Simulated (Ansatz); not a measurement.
A search over several starts for the lowest SCF solution of W4Se8⁺ at the given spin, in a small basis.

```yaml
crystal:
  periodic: [false, false, false]
  atoms:
    - {symbol: W, position_ang: [-0.191343, 1.095171, 1.070174]}
    - {symbol: W, position_ang: [-0.376770, 0.538582, -1.459861]}
    - {symbol: W, position_ang: [1.906360, -0.749463, -0.153580]}
    - {symbol: W, position_ang: [-2.474385, 0.554813, 0.047566]}
    - {symbol: Se, position_ang: [-2.521124, 1.317503, -2.334676]}
    - {symbol: Se, position_ang: [1.096474, -0.472385, 2.492400]}
    - {symbol: Se, position_ang: [4.080783, -0.733968, -0.807593]}
    - {symbol: Se, position_ang: [0.610970, -1.589968, -2.080157]}
    - {symbol: Se, position_ang: [1.418168, -2.597911, 1.374094]}
    - {symbol: Se, position_ang: [1.518159, 1.945641, -0.541591]}
    - {symbol: Se, position_ang: [-2.905904, -1.624648, 0.589707]}
    - {symbol: Se, position_ang: [-2.161398, 2.316644, 1.803539]}
basis:
  gaussian: {orbitals: def2-SVP, initial_orbitals: start.molden}
total_charge: 1
magnetization: {spin_polarized: true, initial_magnetization: 1}
hamiltonian: {xc: pbe, dispersion: d4}
output: {orbitals: {seedname: orbitals}}
```

The file start.molden holds the orbitals of an earlier run on this structure, at another level or in another basis.

```sh
$ ansatz run in.yaml --threads 2 --pin off --events-out ev --progress --plain --max-ram 32768MiB --backend cuda --devices 0, --max-vram 18GiB
```

Shortened log:

```
Functional definition: PBE
3996 factors; their error is unknown
mean field evaluation 1: about -529972.9950 eV, gradient 2.2e-1 eV
mean field evaluation 2: about -529972.1821 eV, gradient 1.2e-3 eV
mean field evaluation 4: about -529972.1821 eV, gradient 2.6e-5 eV
mean field evaluation 8: about -529933.2959 eV, gradient 9.0e1 eV
mean field evaluation 16: about -529972.9902 eV, gradient 3.8e-1 eV
mean field evaluation 32: about -529970.1012 eV, gradient 9.7e0 eV
mean field evaluation 64: about -529970.8094 eV, gradient 4.0e0 eV
mean field -529972.18209151 eV, -19476.1184638156 hartree, gradient 2.6e-5 eV, S^2 0.756517; 9 other end points of the search recorded, 0 dependent functions left out
reference -529972.18216177 eV, -19476.1184663979 hartree; 164, 163 occupied and 220, 221 virtual orbitals, 3996 factors
Total energy: -529973.90121149 eV, -19476.1816403097 hartree
```

Run time 44 s (2 threads of AMD EPYC 7R13 on a shared host and a share (18 GiB) of an NVIDIA H100 80GB HBM3), peak host memory 1.3 GiB.

In the def2 sets W takes a core potential; there is no spin–orbit coupling. The structure comes from a short search, and lower isomers may exist.
